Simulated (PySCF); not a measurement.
# Nuclear quadrupole coupling in `CC(=O)C#C[Si@H](P)C[SiH3]`

Species: C₅H₁₁OPSi₂.
Numbering: `[CH3:1][C:2](=[O:3])[C:4]#[C:5][Si@H:6]([PH2:7])[CH2:8][SiH3:9]` (hydrogens: H10, H11, H12 on C1; H13 on Si6; H14, H15 on P7; H16, H17 on C8; H18, H19, H20 on Si9)

Cartesian coordinates in Å at the GFN2-xTB level; atoms count from 1:
```xyz
20
C5H11OPSi2 angstrom
C      4.1025    0.3190    0.1781
C      2.8751    1.0932   -0.2361
O      2.9019    2.1860   -0.7474
C      1.6523    0.3873    0.0447
C      0.6196   -0.1935    0.2879
Si    -0.9678   -1.0920    0.6322
P     -1.5248   -2.0924   -1.3052
C     -2.3107    0.1533    1.1431
Si    -2.8004    1.4193   -0.1990
H      4.0341    0.0587    1.2325
H      4.9949    0.9123   -0.0032
H      4.1534   -0.6066   -0.3929
H     -0.6598   -2.0388    1.7243
H     -0.5830   -3.1000   -1.1810
H     -2.5160   -2.8768   -0.7355
H     -1.9622    0.6845    2.0281
H     -3.2026   -0.3950    1.4485
H     -3.8180    2.3093    0.3712
H     -3.3712    0.6960   -1.3378
H     -1.6226    2.1870   -0.5942
```

Field gradients from the PBE0/pcSseg-1 density (PySCF, non-relativistic), principal values in atomic units, ordered |Vxx| ≤ |Vyy| ≤ |Vzz|:

```csv
atom,Vxx,Vyy,Vzz
O3,0.5590,1.5264,-2.0854
```

Find the asymmetry η = (Vxx − Vyy)/Vzz and the couplings χ = eQV/h (234.96 MHz × Q in barn × V in au), with Q(17O) = −0.0256 b.

```tsv
atom	environment	nucleus	η	χzz (MHz)	χxx (MHz)	χyy (MHz)
O3	ketone oxygen	17O	0.46	12.54	-3.36	-9.18
```

The tensor is traceless: Vxx + Vyy + Vzz = 0.

What is Vzz at O3 in SI units (1 au = 9.71736 × 10²¹ V/m²)?

-2.0854 au = -20.264 × 10²¹ V/m².

And the gradient at the other heavy atoms, for which no coupling is worked out here?

| atom | environment | Vzz (au) | η |
| --- | --- | --- | --- |
| C1 | methyl carbon next to a carbonyl | 0.073 | 0.87 |
| C2 | ketone carbonyl carbon | 0.464 | 0.36 |
| C4 | alkyne carbon | -0.345 | 0.18 |
| C5 | alkyne carbon | -0.380 | 0.56 |
| Si6 | SiH silicon | 0.300 | 0.78 |
| P7 | three-coordinate phosphorus | -0.993 | 0.28 |
| C8 | sp3 carbon bound to silicon | -0.045 | 0.37 |
| Si9 | SiH3 silicon | 0.216 | 0.36 |

What couplings would deuterons (Q(2H) = 0.00286 b) have in place of the hydrogens, at this geometry?

| atom | bonded to | bond length (Å) | Vzz (au) | η | χzz (kHz) |
| --- | --- | --- | --- | --- | --- |
| H10 | C1 | 1.088 | 0.3113 | 0.04 | 209 |
| H11 | C1 | 1.087 | 0.3126 | 0.01 | 210 |
| H12 | C1 | 1.089 | 0.3110 | 0.04 | 209 |
| H13 | Si6 | 1.478 | 0.1513 | 0.01 | 102 |
| H14 | P7 | 1.385 | 0.2134 | 0.07 | 143 |
| H15 | P7 | 1.387 | 0.2112 | 0.08 | 142 |
| H16 | C8 | 1.089 | 0.3207 | 0.01 | 216 |
| H17 | C8 | 1.091 | 0.3191 | 0.01 | 214 |
| H18 | Si9 | 1.467 | 0.1600 | 0.01 | 108 |
| H19 | Si9 | 1.465 | 0.1608 | 0.03 | 108 |
| H20 | Si9 | 1.460 | 0.1631 | 0.01 | 110 |

One conformer (not necessarily the lowest) at the GFN2-xTB geometry, without solvent, vibrations or thermal averaging. GFN2-xTB bond lengths can be off by several hundredths of an ångström, more for odd bonds, and the gradients follow them. With a basis this small, the couplings can be 20 % off.
